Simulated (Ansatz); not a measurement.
| atom | x (Å) | y (Å) | z (Å) |
| --- | --- | --- | --- |
| C | 1.4000 | 0.0000 | 0.0000 |
| C | 0.7000 | 1.2124 | 0.0000 |
| C | -0.7000 | 1.2124 | 0.0000 |
| C | -1.4000 | 0.0000 | 0.0000 |
| C | -0.7000 | -1.2124 | 0.0000 |
| C | 0.7000 | -1.2124 | 0.0000 |
| O | 2.6500 | 0.0000 | 0.0000 |
| H | 1.2425 | 2.1521 | 0.0000 |
| H | -1.2425 | 2.1521 | 0.0000 |
| H | -2.4850 | 0.0000 | 0.0000 |
| H | -1.2425 | -2.1521 | 0.0000 |
| H | 1.2425 | -2.1521 | 0.0000 |

Basis set: def2-TZVP (spherical functions). Charge 0, multiplicity 2.

Computed with Ansatz (development build ahead of 0.2.0); each method stands on the lowest determinant of its kind that the runs found. Restricted functionals stand beside restricted open-shell atoms, which can lie above the unrestricted atoms usual in DFT and then raise those values.

The atomization energy at this shape (free ground-state atoms in the same class of orbitals less the molecule, no zero-point energy) of doublet C6H5O:

```json
{"method": "ωB97X (restricted open-shell)", "atomization energy": "59.89 eV"}
{"method": "PBE0 (unrestricted)", "atomization energy": "60.46 eV"}
{"method": "PBE0 (restricted open-shell)", "atomization energy": "60.72 eV"}
```

Question: What does UHF give?

Answer: 43.87 eV. Caution for UHF: the unrestricted determinant is spin contaminated.

The shape needn't be a minimum at these levels.
